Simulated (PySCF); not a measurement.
# Ionisation energy of Pt⁷²⁺ by level of theory

Pt⁷²⁺ [He] 2s2 2p2 (3P) → Pt⁷³⁺ [He] 2s2 2p1 (2P), as a difference of total energies. All numbers are calculated (PySCF 2.14, the non-relativistic Hamiltonian (point nucleus), in an even-tempered Gaussian basis (17 s from 53 bohr⁻², ratio 2.2; 10 p from 68 bohr⁻², ratio 2.2; 5 d from 250 bohr⁻², ratio 2.4; 5 f from 380 bohr⁻², ratio 2.4; 4 g from 570 bohr⁻², ratio 2.4)). Correlated levels: nothing frozen; virtual orbitals above 40 to 60 times the deepest correlated orbital energy dropped. The calculations carry no spin-orbit coupling.

```csv
method,ionisation energy (eV)
UHF,18762.7
LDA,18753.8
PBE,18759.5
PBE0,18760.5
r2SCAN,18765.6
BLYP,18761.5
M06-2X,18761.4
MP2 (all electrons),18759.7
SCS-MP2 (all electrons),18758.8
```

Question: How much does correlation contribute at MP2 (all electrons)?

Answer: 18759.7 − (18762.7) = -3.0 eV, measured against UHF.

Spin-orbit coupling is strong in these open shells (close to jj coupling). The scalar numbers leave it out and a first-order estimate fails, so it can dominate the gap to the real levels.

The gap to the reference is mostly relativistic.

For comparison: 20840 ± 70 eV (theoretical estimate listed by NIST; NIST Atomic Spectra Database, ionization energies).
